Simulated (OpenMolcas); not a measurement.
## Ru2+: effect of the active space

```yaml
Program: OpenMolcas 26.06
Method: CASSCF
Basis: ANO-RCC-MB
Scalar_Hamiltonian: DKH2, point nucleus
Spin-orbit_coupling: RASSI with atomic mean-field integrals over the reference wave functions, term energies averaged over their components
```

A. 6 electrons in 5 orbitals (4d); 2S+1 = 5 even, 5 roots; 2S+1 = 3 even, 45 roots; 2S+1 = 1 even, 50 roots; cost of the order of 17 core-seconds
B. 6 electrons in 6 orbitals (4d 5s); 2S+1 = 5 even, 23 roots; 2S+1 = 7 even, 1 root kept (CI in the orbitals of an earlier block); 2S+1 = 3 even, 54 roots kept (CI in the orbitals of an earlier block); 2S+1 = 1 even, 50 roots kept (CI in the orbitals of an earlier block); cost about 40 core-seconds

Energies in cm-1 above 4d6 5D4, the measured ground level; measured values from Moore, Atomic Energy Levels, vol. III, NSRDS-NBS 35 (1971 reprint of NBS Circular 467, 1958).

```csv
Level,A,B,Measured
4d6 5D4,0.0,0.0,0.0
4d6 5D3,1035,1028,1159
4d6 5D2,1680,1667,1826
4d6 5D1,2092,2077,2266
4d6 5D0,2290,2275,2476
4d6 3H6,16174,16303,
4d6 3H5,16550,16653,
4d6 3H4 [71 %],16593,16652,
4d6 3P2(1),17248,17143,
4d6 3F4(1) [69 %],18426,18363,
4d6 3F3(1),18848,18727,
4d6 3F2(1),19341,19212,
4d6 3P1(1),20251,20110,
4d6 3G5,20576,20439,
4d6 3P0(1),21015,20816,
4d6 3G4,21592,21427,
4d6 3G3,21875,21696,
4d6 1I6,24812,24930,
4d6 3D2,26097,25567,
4d6 3D1,26210,25652,
4d6 3D3,26423,25865,
4d6 1G4(1),26674,26323,
4d6 1S0(1),30751,29851,
4d6 1D2(1),32286,32251,
```

Deviations, from unrounded energies. A percentage is the sum of absolute deviations over the sum of measured energies, with the sign that they share, or ± where signs differ.

| Against measurement | Levels | A | B |
| --- | --- | --- | --- |
| mean absolute deviation (cm-1) | 4 | 160 | 170 |
| fine structure of the ground term (%) | 4 | -8.2 | -8.8 |

A, B lie about equally close to measurement. The largest miss of A in the table is 4d6 5D0, by -190 cm-1. The ranking rests on the paired levels alone, and a cruder setting can come out closer through cancelling errors.

Between A and B the level of the table that moves most is 4d6 1S0(1), by 900 cm-1 (lowest in B, highest in A).

Without dynamic correlation excited terms often stand tens of per cent too high (terms of higher spin than the ground term too low), and those without a measured partner can miss by more than the paired ones. Levels of configurations with an s electron are missing; early in the row they begin among the upper levels of the d shell and mix with terms of their name (holds for A). Terms from blocks run as CI alone lack orbitals of their own (holds for B). Computed and measured levels are paired by configuration, term and J; levels that our copy of the source lacks, or whose pairing is in doubt (as where it misses far off the trend of its configuration), stay unpaired and out of the deviations. Only configurations of the active space appear. Levels that lie high or do not pair safely by name in every column are left out.

A share in square brackets marks a mixed level and gives the weight of the term that names it, the lowest over the columns. A number in round brackets counts repeated terms of one configuration in the order of the reference energies.
